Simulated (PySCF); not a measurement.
SMILES [SiH3]CCO[SiH3], GFN2-xTB optimised geometry.

```
15

Si     1.46    -1.66     0.00
C     -0.45    -1.66     0.00
C     -0.92    -0.21     0.00
O     -0.05     0.53    -0.81
Si    -0.22     2.04    -1.36
H      1.88    -3.01     0.37
H      1.95    -0.72     1.01
H      1.99    -1.34    -1.32
H     -0.86    -2.18     0.86
H     -0.81    -2.16    -0.89
H     -1.95    -0.11    -0.37
H     -0.89     0.19     1.02
H     -0.28     3.01    -0.26
H      0.99     2.14    -2.16
H     -1.46     2.17    -2.14
```

Density from B3LYP/def2-TZVP in PySCF 2.14.0 at that geometry.

Minimum of the electron density along straight lines between bonded atoms, close to the bond critical point (lines longer than 1.1 times the sum of covalent radii, or with two minima, are not listed):

```json
[
 {"bond": "Si1–C2", "length / Å": "1.907", "ρ at the minimum / e bohr⁻³": "___", "∇²ρ there / e bohr⁻⁵": "0.14", "position (fraction from the first atom)": "0.39"},
 {"bond": "C2–C3", "length / Å": "1.517", "ρ at the minimum / e bohr⁻³": "0.255", "∇²ρ there / e bohr⁻⁵": "___", "position (fraction from the first atom)": "0.49"},
 {"bond": "C3–O4", "length / Å": "1.402", "ρ at the minimum / e bohr⁻³": "0.260", "∇²ρ there / e bohr⁻⁵": "___", "position (fraction from the first atom)": "0.35"},
 {"bond": "O4–Si5", "length / Å": "1.620", "ρ at the minimum / e bohr⁻³": "0.144", "∇²ρ there / e bohr⁻⁵": "0.93", "position (fraction from the first atom)": "0.59"},
 {"bond": "Si1–H6", "length / Å": "1.469", "ρ at the minimum / e bohr⁻³": "0.123", "∇²ρ there / e bohr⁻⁵": "0.18", "position (fraction from the first atom)": "0.49"},
 {"bond": "Si1–H7", "length / Å": "1.463", "ρ at the minimum / e bohr⁻³": "0.125", "∇²ρ there / e bohr⁻⁵": "0.18", "position (fraction from the first atom)": "0.49"},
 {"bond": "Si1–H8", "length / Å": "1.459", "ρ at the minimum / e bohr⁻³": "0.127", "∇²ρ there / e bohr⁻⁵": "0.18", "position (fraction from the first atom)": "0.49"},
 {"bond": "C2–H9", "length / Å": "1.089", "ρ at the minimum / e bohr⁻³": "0.277", "∇²ρ there / e bohr⁻⁵": "-0.93", "position (fraction from the first atom)": "0.64"},
 {"bond": "C2–H10", "length / Å": "1.090", "ρ at the minimum / e bohr⁻³": "0.277", "∇²ρ there / e bohr⁻⁵": "-0.93", "position (fraction from the first atom)": "0.64"},
 {"bond": "C3–H11", "length / Å": "1.098", "ρ at the minimum / e bohr⁻³": "0.284", "∇²ρ there / e bohr⁻⁵": "-1.00", "position (fraction from the first atom)": "0.64"},
 {"bond": "C3–H12", "length / Å": "1.098", "ρ at the minimum / e bohr⁻³": "0.285", "∇²ρ there / e bohr⁻⁵": "-1.00", "position (fraction from the first atom)": "0.64"},
 {"bond": "Si5–H13", "length / Å": "1.467", "ρ at the minimum / e bohr⁻³": "0.126", "∇²ρ there / e bohr⁻⁵": "0.17", "position (fraction from the first atom)": "0.49"},
 {"bond": "Si5–H14", "length / Å": "1.453", "ρ at the minimum / e bohr⁻³": "0.129", "∇²ρ there / e bohr⁻⁵": "0.19", "position (fraction from the first atom)": "0.49"},
 {"bond": "Si5–H15", "length / Å": "1.467", "ρ at the minimum / e bohr⁻³": "0.126", "∇²ρ there / e bohr⁻⁵": "0.17", "position (fraction from the first atom)": "0.49"}
]
```

**Question.** Complete the blanks.

**Answer.** 
- Si1–C2, ρ at the minimum / e bohr⁻³: 0.116
- C2–C3, ∇²ρ there / e bohr⁻⁵: -0.65
- C3–O4, ∇²ρ there / e bohr⁻⁵: -0.51
